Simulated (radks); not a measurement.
Problem. Bi77+, 6 electrons, occupied as [He] 2s2 2p2 (the NIST ground configuration). Method: scalar-relativistic Kohn-Sham, PBE, spin-unpolarised, spherical densities, point nucleus; computed with a radial shooting solver on a logarithmic mesh with Libxc functionals. Some entries of the table are withheld. Estimate them.

orbital  occ.  eigenvalue (eV)  <1/r> (bohr^-1)  <r> (bohr)
1s          2        -99939.79              (1)         (2)
2s          2        -24443.43              (3)     0.06445
2p          2        -22217.96            21.96         (4)

Solution. 
(1) 1s <1/r> (bohr^-1): 103.6
(2) 1s <r> (bohr): 0.01574
(3) 2s <1/r> (bohr^-1): 25.14
(4) 2p <r> (bohr): 0.05813
